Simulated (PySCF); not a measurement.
A run for PySCF: R-BP86/6-31G* on C2H4 (SMILES C=C).

```python
from pyscf import gto, scf, dft, mp
from pyscf.data.elements import chemcore

mol = gto.M(
    atom='''
    C    -0.59843565   -0.09265139   -0.06241815
    C     0.72115646    0.00542229    0.00956969
    H    -1.22991201    0.78381028   -0.14477628
    H    -1.09910985   -1.05316677   -0.04231906
    H     1.35262203   -0.87117569    0.09082696
    H     1.22190329    0.96588439   -0.01056249
    ''',
    basis='6-31g*',
    cart=True,
    charge=0, spin=0, verbose=3, max_memory=1800)
mf = dft.RKS(mol, xc='b88,p86')
mf.conv_tol = 1e-8
mf.max_cycle = 100
mf.kernel()
if not mf.converged:
    mf = mf.newton().run(mf.mo_coeff, mf.mo_occ)
```

Program output:

```
converged SCF energy = -78.5785409050657
```

The calculation finished and met its thresholds.

Cost: about 0.9 core-seconds (a rough figure).
